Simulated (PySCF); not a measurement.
Sulfur: a sound run and one with changed settings

Sound run: S²⁺ [Ne] 3s2 3p2, S³⁺ [Ne] 3s2 3p1. Calculation: PySCF 2.14, in def2-TZVP; the non-relativistic Hamiltonian (point nucleus). The sound run starts from symmetry-adapted Hartree-Fock orbitals and uses a fine grid where one is needed.

Changed run: initial guess atom, at most 50 SCF cycles, level shift 10.0 hartree.

```tsv
species	method	sound run (hartree)	changed run (hartree)	converged
S²⁺	UHF	-396.32774	-396.32774	no
S²⁺	M06-L	-396.86511	-396.86506	no
S²⁺	M06-2X	-396.85969	-396.85967	no
S³⁺	UHF	-395.07264	-395.07264	no
S³⁺	M06-L	-395.58710	-395.58709	no
S³⁺	M06-2X	-395.58516	-395.58516	no
```

A level shift slows the SCF but leaves a converged energy unchanged.
